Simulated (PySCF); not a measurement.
Order these species by their calculated properties.

Species are written as SMILES; each is one conformer at its optimised geometry, gas phase, non-relativistic unless stated. Electronic properties by PySCF.

Dipoles, sizes and rotational constants follow the conformer. The torsions of the flexible species, by atom-mapped SMILES:
- `[N:1]#[C:2]/[CH:3]=[CH:4]\[NH2:5]`: H–N5–C4–C3 -164°, H–N5–C4–C3 -10°
- `[CH3:1][C:2]#[C:3][CH2:4][CH2:5][C:6]([CH3:7])([CH3:8])[CH3:9]`: C3–C4–C5–C6 180°, C4–C5–C6–C7 61°
- `[CH2:1]=[CH:2]/[CH:3]=[C:4]1\[CH2:5][CH2:6]\[C:7]1=[CH:8]\[Cl:9]`: C1–C2–C3–C4 180°
- `[CH3:1][O:2][C:3](=[O:4])[c:5]1[cH:6][cH:7][s:8][c:9]1[C:10](=[O:11])[Cl:12]`: C1–O2–C3–O4 -7°, O2–C3–C5–C6 128°, S8–C9–C10–O11 168°
- `[O:1]=[CH:2][c:3]1[cH:4][cH:5][cH:6][cH:7][c:8]1[S:9](=[O:10])(=[O:11])[Cl:12]`: O1–C2–C3–C4 7°, C7–C8–S9–O10 138°
- `[CH:1]#[C:2][CH2:3][CH2:4][Cl:5]`: C2–C3–C4–Cl5 180°

The conformers of `CCCC=C1CCCC1` and `C[C@@]12C=C[C@@H](C1)C(Cl)=C2` aren't listed.

Question: Rank by dipole moment, highest first (PBE0/pcSseg-1 at GFN2-xTB geometries).
A. `C=C/C=C1\CC\C1=C\Cl`
B. `O=Cc1ccccc1S(=O)(=O)Cl`
C. `C(Cl)(c1c(C(OC)=O)ccs1)=O`
D. `N#C/C=C\N`
E. `CC#CCCC(C)(C)C`

Answer: D (5.26 D), B (4.97 D), C (3.26 D), A (1.89 D), E (0.11 D).

Q: Give the two extremes of that set in atomic units.

A: `CC#CCCC(C)(C)C`: 0.04 au; `N#C/C=C\N`: 2.07 au.

Question: Rank by HOMO–LUMO gap, highest first (PBE0/pcSseg-1 at GFN2-xTB geometries).
A. `O=S(Cl)(c1c(C=O)cccc1)=O`
B. `C=C/C=C1\CC\C1=C\Cl`
C. `CCCC=C1CCCC1`
D. `C[C@@]12C=C[C@@H](C1)C(Cl)=C2`
E. `ClCCC#C`
F. `CC#CCCC(C)(C)C`
G. `COC(=O)C1=C(C(=O)Cl)SC=C1`
H. `Cc1nn(C)c(C)c1F`

Answer: E (8.44 eV), F (8.31 eV), H (7.26 eV), C (7.07 eV), D (5.88 eV), G (5.28 eV), A (5.13 eV), B (4.45 eV).

Q: By how much do the two ends of that ranking differ?

A: By 3.99 eV, between `C#CCCCl` and `C=C/C=C1\CC\C1=C\Cl`.

Question: Rank by HOMO energy, lowest first (PBE0/pcSseg-1 at GFN2-xTB geometries).
A. `C#CCCCl`
B. `O=Cc1ccccc1S(=O)(=O)Cl`
C. `C=C/C=C1\CC\C1=C\Cl`
D. `C1C(CCC1)=CCCC`
E. `CC#CCCC(C)(C)C`
F. `N#C/C=C\N`

Answer: A (-8.13 eV), B (-8.01 eV), E (-7.06 eV), F (-6.68 eV), D (-6.50 eV), C (-6.12 eV).

Question: Rank by smallest rotational constant, highest first (GFN2-xTB).
A. `N#C/C=C\N`
B. `O=CC1=CC=CC=C1S(=O)(=O)Cl`
C. `Cc1nn(C)c(C)c1F`
D. `COC(=O)c1ccsc1C(=O)Cl`
E. `C1(=C\C=C)/C(=C\Cl)CC1`

Answer: A (2.889 GHz), C (0.961 GHz), E (0.614 GHz), B (0.492 GHz), D (0.408 GHz).
